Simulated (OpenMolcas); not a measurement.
Multiconfigurational calculation on Si2+

Input:

```
&GATEWAY
Coord
1

Si 0.0 0.0 0.0
Basis=ANO-L-VDZP
Group=XYZ
NoMove
AngMom=0.0 0.0 0.0
AMFI
&SEWARD
* reference wave functions (RASSCF and RASSI steps not shown): 2 electrons in 9 orbitals (RAS2 3s 3p; RAS3 3d, at most 2 electrons)
>>> COPY JOB001 $Project.JobIph
&CASPT2
Multistate=7 1 2 3 4 5 6 7
NoMult
Frozen=1 0
IPEA=0.4
Sig2=0.5
MaxIter=60
WThr=0.0 0.3 0.05
PrWF=0.5
NoMix
>>> COPY JOB002 $Project.JobIph
&CASPT2
Multistate=3 1 2 3
NoMult
Frozen=1 0
IPEA=0.4
Sig2=0.5
MaxIter=60
WThr=0.0 0.3 0.05
PrWF=0.5
NoMix
>>> COPY JOB003 $Project.JobIph
&CASPT2
Multistate=3 1 2 3
NoMult
Frozen=1 0
IPEA=0.4
Sig2=0.5
MaxIter=60
WThr=0.0 0.3 0.05
PrWF=0.5
NoMix
...
```

Launched by
```bash
OMP_NUM_THREADS=1 MOLCAS_MEM=2252 MOLCAS_PROJECT=a pymolcas a.inp > a.log  # once for each step of the input, in one work folder
```

Output, cut to the results:

```
--- CASPT2 ---
Orbital specifications:
      -----------------------

      Symmetry species                           1   2
                                                ag  au
      Frozen orbitals                            1   0
      Inactive orbitals                          1   3
      Active orbitals                            6   3
      Secondary orbitals                         1   3
      Deleted orbitals                           0   0
      Number of basis functions                  9   9
Type of calculation                        SS-CASPT2
      Fock operator                              state-specific
      IPEA shift                                 0.40
      Real shift                                 0.00
      Imaginary shift                            0.00
      Sigma^2 regularizer                        0.50
      The input orbitals will be transformed to quasi-canonical
Reference energy:        -288.0322991364
      E2 (Non-variational):      -0.0064139184
      Shift correction:          -0.0000089916
      E2 (Variational):          -0.0064229100
      Total energy:            -288.0387220465
      Residual norm:              0.0000000322
      Reference weight:           0.99792
      Contributions to the CASPT2 correlation energy
      Active & Virtual Only:         -0.0023020208
      One Inactive Excited:          -0.0013945842
      Two Inactive Excited:          -0.0027173133
Reference energy:        -287.4857982342
      E2 (Non-variational):      -0.0036537315
      Shift correction:          -0.0000265557
      E2 (Variational):          -0.0036802873
      Total energy:            -287.4894785214
      Residual norm:              0.0000004365
      Reference weight:           0.99935
      Contributions to the CASPT2 correlation energy
      Active & Virtual Only:         -0.0002320448
      One Inactive Excited:          -0.0005871183
      Two Inactive Excited:          -0.0028345683
::    CASPT2 Root  1     Total energy:   -288.03872205
::    CASPT2 Root  2     Total energy:   -287.48947852
::    CASPT2 Root  3     Total energy:   -287.48947884
::    CASPT2 Root  4     Total energy:   -287.48947606
::    CASPT2 Root  5     Total energy:   -287.48947779
::    CASPT2 Root  6     Total energy:   -287.48947754
::    CASPT2 Root  7     Total energy:   -287.32706861
--- CASPT2 ---
Orbital specifications:
      -----------------------

      Symmetry species                           1   2
                                                ag  au
      Frozen orbitals                            1   0
      Inactive orbitals                          1   3
      Active orbitals                            6   3
      Secondary orbitals                         1   3
      Deleted orbitals                           0   0
      Number of basis functions                  9   9
Type of calculation                        SS-CASPT2
      Fock operator                              state-specific
      IPEA shift                                 0.40
      Real shift                                 0.00
      Imaginary shift                            0.00
      Sigma^2 regularizer                        0.50
      The input orbitals will be transformed to quasi-canonical
Reference energy:        -287.4497671805
      E2 (Non-variational):      -0.0035504064
      Shift correction:          -0.0000053002
      E2 (Variational):          -0.0035557066
      Total energy:            -287.4533228871
      Residual norm:              0.0000006369
      Reference weight:           0.99949
      Contributions to the CASPT2 correlation energy
      Active & Virtual Only:         -0.0001270361
      One Inactive Excited:          -0.0008373301
      Two Inactive Excited:          -0.0025860402
Reference energy:        -287.4497671805
      E2 (Non-variational):      -0.0035504069
      Shift correction:          -0.0000053002
      E2 (Variational):          -0.0035557070
      Total energy:            -287.4533228875
      Residual norm:              0.0000006369
      Reference weight:           0.99949
      Contributions to the CASPT2 correlation energy
      Active & Virtual Only:         -0.0001270360
      One Inactive Excited:          -0.0008373306
      Two Inactive Excited:          -0.0025860402
::    CASPT2 Root  1     Total energy:   -287.45332289
::    CASPT2 Root  2     Total energy:   -287.45332289
::    CASPT2 Root  3     Total energy:   -287.45332289
--- CASPT2 ---
Orbital specifications:
      -----------------------

      Symmetry species                           1   2
                                                ag  au
      Frozen orbitals                            1   0
      Inactive orbitals                          1   3
      Active orbitals                            6   3
      Secondary orbitals                         1   3
      Deleted orbitals                           0   0
      Number of basis functions                  9   9
Type of calculation                        SS-CASPT2
      Fock operator                              state-specific
      IPEA shift                                 0.40
      Real shift                                 0.00
      Imaginary shift                            0.00
      Sigma^2 regularizer                        0.50
      The input orbitals will be transformed to quasi-canonical
Reference energy:        -287.6485231935
      E2 (Non-variational):      -0.0064039813
      Shift correction:          -0.0000461063
      E2 (Variational):          -0.0064500876
      Total energy:            -287.6549732811
      Residual norm:              0.0000004635
      Reference weight:           0.99775
      Contributions to the CASPT2 correlation energy
      Active & Virtual Only:         -0.0022444781
      One Inactive Excited:          -0.0013199852
      Two Inactive Excited:          -0.0028395180
Reference energy:        -287.6485231935
      E2 (Non-variational):      -0.0064039782
...
```

Levels above the lowest, from the spin-orbit matrix with the single-state CASPT2 energies, averaged by term, on its diagonal:

```
Configuration  Term  J  E (cm⁻¹)  Measured (cm⁻¹)      g  Term weight %
          3s²    ¹S  0       0.0              0.0                   100
        3s 3p   ³P°  0     51020            52725                   100
        3s 3p   ³P°  1     51110            52853  1.501            100
        3s 3p   ³P°  2     51291            53115  1.501            100
        3s 3p   ¹P°  1     84224            82884  1.000            100
```

Against the 4 measured excited levels shown (NIST levels in Kelleher and Podobedova, J. Phys. Chem. Ref. Data 37, 1285 (2008)) the mean absolute deviation is 1700 cm-1; the largest miss in energy is 3s 3p ³P°₂: computed 51291, measured 53115 cm⁻¹ (-3.4 %).

Terms from blocks run as CI alone lack orbitals of their own. Active for correlation alone: 3d; no level in the range computed is led by a configuration that fills it, so any true level of that kind is missing. Measured partners are found by configuration, term and J. A level has none where our copy of the source lacks it or the pairing is in doubt (some pairs that miss far off the trend of their configuration count as doubtful), and it then counts in no deviation. Levels of configurations outside the active space are missing. The first state left out of the spin-orbit step lies near 140000 cm-1 above the lowest spin-free state of the reference (among the parities and spins computed), and the list stops at four fifths of that energy or lower.

The CASPT2 steps took 4 s on 1 thread of Arm Neoverse V2 (shared host); the integral step is not counted.

The term weight is that of the spin-free term in the level, not the purity of its configuration. ° marks odd parity.
